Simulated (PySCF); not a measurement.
**Correlation energy of Sn+ (tin, charge +1)**

[Kr] 4d10 5s2 5p1, 2P determinant. Computed with PySCF 2.14 in x2c-QZVPPall with one added diffuse shell each of s, p, d, f type (14s10p8d5f1g, 128 functions), with scalar relativity by spin-free X2C-1e. Frozen: [Ar] 3d10; 21 electrons correlated.

MP2 pair energies summed by pair of shells (mhartree):

| pair | energy | share (%) |
| --- | --- | --- |
| 4d-4d | -331.02 | 47.7 |
| 4p-4d | -122.19 | 17.6 |
| 4d-5s | -80.71 | 11.6 |
| 4p-4p | -42.11 | 6.1 |
| 4s-4d | -30.07 | 4.3 |
| 4d-5p | -19.62 | 2.8 |
| 5s-5s | -19.19 | 2.8 |
| 4s-4p | -17.15 | 2.5 |
| 5s-5p | -15.07 | 2.2 |
| 4p-5s | -9.46 | 1.4 |
| 4s-4s | -3.64 | 0.5 |
| 4p-5p | -2.27 | 0.3 |
| 4s-5s | -1.15 | 0.2 |
| 4s-5p | -0.29 | 0.0 |

Total MP2 correlation energy: -693.94 mhartree.

Same-spin part -236.60 and opposite-spin part -457.34 mhartree; SCS-MP2 scales them by 1/3 and 6/5 to -627.67 mhartree.

This basis was not built for core-valence correlation, so the inner-shell part is incomplete.
